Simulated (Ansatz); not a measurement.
`C[SiH2][GeH2][CH3]` → `[CH3][GeH3]` + `C[SiH]`  (silylene formation by 1,1-elimination)

Program: Ansatz. Geometries: PBE0-D4/def2-TZVP. ΔE: electronic, gas phase. CBS: MP2 limit from def2 TZ/QZ plus the TZ coupled-cluster correction, frozen cores. This one scheme is used for every species. DFT in def2-TZVPP. B3LYP here is the variant with VWN-RPA as its local correlation; programs differ in this. For Ge outer-core shells are correlated without core-valence functions, which leaves a few kJ/mol of doubt a bond. Scalar relativity is left out up to krypton. One conformer a species, not always the lowest.

**Question.** Is it downhill or uphill in electronic energy at CCSD(T)/CBS, and by how much? (Estimate.)

**Answer.** Ansatz gave: Uphill: ΔE = +249.0 kJ/mol.

**Question.** What do these levels give: PBE0-D4, B3LYP-D4, r2SCAN, HF/def2-QZVPP, MP2/def2-QZVPP, SCS-MP2/def2-QZVPP? (An estimate is asked.)

**Answer.** Ansatz gave: PBE0-D4 263.4, B3LYP-D4 243.8, r2SCAN 263.8, HF/def2-QZVPP 221.3, MP2/def2-QZVPP 262.8, SCS-MP2/def2-QZVPP 249.5 kJ/mol.

Largest T1 diagnostic among the species: 0.012.

The D4 term adds +15.4 kJ/mol with B3LYP and +8.9 kJ/mol with PBE0; it sums over pairs of atoms, weighted by their polarisabilities, and B3LYP, whose exchange is more repulsive, gets the larger term. From PBE to PBE0 (25 % exact exchange), in def2-TZVPP and without D4, ΔE moves by +8.8 kJ/mol.
